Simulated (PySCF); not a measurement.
C₆ coefficients of unlike pairs at BLYP

Calculated with PySCF 2.14 from the dipole response of each species, C₆(A,B) = (3/π) ∫ α_A(iu) α_B(iu) du, in atomic units, from isotropic polarisabilities. For ions this is the dispersion term alone; charge-induced terms of lower order in 1/R come first.

| species | configuration | basis | relativity | α (bohr³) | C₆ (like pair) |
| --- | --- | --- | --- | --- | --- |
| Si²⁺ | [Ne] 3s2 (1S) | aug-cc-pV(D+d)Z (5s4p3d) | none | 11.35 | 38.17 |
| Al³⁺ | [Ne] (1S) | aug-cc-pCVTZ-DK with one added diffuse shell each of s, p, d, f type (9s8p6d4f) | spin-free X2C | 0.2462 | 0.2181 |
| C⁺ | [He] 2s2 2p1 (2P) | aug-cc-pCVTZ-DK with one added diffuse shell each of s, p, d, f type (8s7p5d3f) | spin-free X2C | 6.078 | 14.54 |

(1) Estimate C₆ for C⁺ with Al³⁺.

No spin-orbit coupling is included.

The other pairs:

```json
{"pair": "C⁺, Si²⁺", "C₆": "23.26"}
{"pair": "Al³⁺, Si²⁺", "C₆": "1.613"}
```

Answers

(1) The integral gives 1.135. The combination rule 2 C_A C_B / (C_A α_B/α_A + C_B α_A/α_B) gives 1.062 and the geometric mean 1.781.
